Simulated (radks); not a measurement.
Q: The mean radii <r> (bohr) of the occupied orbitals of an atom or ion are listed with their occupations. All-electron calculation, non-relativistic Kohn-Sham, r2SCAN, spin-unpolarised, spherical densities, point nucleus; meta-GGA in the generalised Kohn-Sham scheme. Program: a radial shooting solver on a logarithmic mesh with Libxc functionals.

| orbital | occ. | <r> |
|---|---|---|
| 1s | 2 | 0.06706 |
| 2s | 2 | 0.3101 |
| 2p | 6 | 0.2748 |
| 3s | 2 | 0.9446 |
| 3p | 6 | 0.9966 |
| 3d | 2 | 1.170 |

Name the element and its charge.

A: Z = 23, vanadium, charge +3: V3+ in [Ar] 3d2. The 1s radius gives Z: for a bare nucleus <r> = 1.5/Z, 0.06522 bohr for Z = 23, and screening makes it slightly larger (0.06706 here). The occupations add up to 20, and the charge is Z minus that.
